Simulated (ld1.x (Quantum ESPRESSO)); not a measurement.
What the settings do to the TM potential of caesium

Base potential:

ld1.x (Quantum ESPRESSO) 7.5 input, shortened:

```
&input
   title='Cs', zed=55., rel=1, dft='PZ', iswitch=3,
   config='[Xe] 5d0 6s0 6p0'
 /
 &inputp
   pseudotype=2, tm=.true., lloc=2,
   nlcc=.true., rcore=2.15
 /
3
6S  1  0   0.00   0.00  3.25  3.25  0.0
5P  2  1   6.00   0.00  3.45  3.45  0.0
5D  3  2   0.00   0.00  4.20  4.20  0.0
 &test
   configts(1)='5p6 5d0 6s0 6p0'
 /
```

Cutoffs, loose and tight: the cutoffs (Ry, on a coarse ladder) from which the occupation-weighted sum of valence levels, in a spherical-Bessel basis at the reference potential, stays within 10 and 1 mRy of its value at 400 Ry. They do not see the model core or the augmentation charge, which bear on the density cutoff. Test errors are all-electron minus pseudo excitation energies from the reference, over the configurations 5p6 5d0 6s1 6p0; 5p6 5d0 6s0.5 6p0; 5p6 5d0 6s0 6p1; 5p6 5d1 6s0 6p0; 5p6 5d0.5 6s0.5 6p0; 5p5 5d0 6s1 6p0 (two spin-polarised tests are not counted in the largest error). A dash means not determined; rows that change the core or the reference have their own tests.

A true bound ghost makes a file unfit for plane-wave use even where its test errors are small: the radial tests pick states by their node count and pass the ghost by.

```csv
change,outcome,"cutoff, loose","cutoff, tight",bound ghosts,largest test error (meV)
base,generated,10 Ry,12 Ry,s,-149
core correction none,generated,10 Ry,12 Ry,s,-112
core correction a·sin(br)/r model core inside 1.30 bohr,generated,10 Ry,12 Ry,s,-158
core correction a·sin(br)/r model core inside 1.66 bohr,generated,10 Ry,12 Ry,s,-156
core correction a·sin(br)/r model core inside 1.96 bohr,generated,10 Ry,12 Ry,s,-152
core correction a·sin(br)/r model core inside 2.46 bohr,generated,10 Ry,12 Ry,s,-141
core correction a·sin(br)/r model core inside 2.74 bohr,generated,10 Ry,12 Ry,s,-134
core correction a·sin(br)/r model core inside 3.26 bohr,generated,10 Ry,12 Ry,s,-124
core correction a·sin(br)/r model core inside 3.56 bohr,generated,10 Ry,12 Ry,s,-121
core correction a·sin(br)/r model core inside 3.96 bohr,generated,10 Ry,12 Ry,s,-119
```
